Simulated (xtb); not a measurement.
Input for xtb:
```
$ xtb mol.xyz --gfn 2 --chrg 1 --etemp 10000 --json

# file mol.xyz
22

C     -0.75620268    -2.50483617    -1.20143842
O     -0.95334582    -1.08997745    -1.03444592
Ge    -0.32909205     0.00118549     0.09541012
O     -0.95500586     1.57969193     0.07785395
C     -1.86900847     2.20468459    -0.84331554
O      0.28405423    -0.64292465     1.54255969
C      0.65325676    -0.00260192     2.77596223
O      1.61520807     0.52232176    -0.88719819
C      2.88630068    -0.11788913    -0.70072773
H     -0.71766171    -3.02522900    -0.24582214
H     -1.61859105    -2.84714657    -1.77322782
H      0.15773761    -2.68950665    -1.76401873
H     -2.13086936     3.15352902    -0.37542129
H     -2.76525717     1.60348615    -0.98544268
H     -1.39107970     2.38253616    -1.80520031
H      1.62201652     0.48523853     2.67803386
H     -0.09450780     0.72212117     3.09352047
H      0.71661317    -0.81006239     3.50527449
H      1.74994974     1.42969825    -1.19206434
H      3.51951176     0.46469577    -0.03119127
H      2.69633838    -1.09508651    -0.26144085
H      3.37338232    -0.24124648    -1.66916233
```

Task: What does this run give for the partial charges in atom order, HOMO-LUMO gap, total energy (a free energy at this electronic temperature)?

Result: 
```yaml
partial_charges_in_atom_order: C1 0.01, O2 -0.26, Ge3 0.49, O4 -0.27, C5 0.01, O6 -0.26, C7 0.01, O8 -0.32, C9 0.00, H10 0.10, H11 0.12, H12 0.10, H13 0.12, H14 0.10, H15 0.09, H16 0.09, H17 0.10, H18 0.12, H19 0.35, H20 0.09, H21 0.10, H22 0.10
HOMO-LUMO gap: 4.71 eV
total energy (a free energy at this electronic temperature): -33.0110 Eh
```
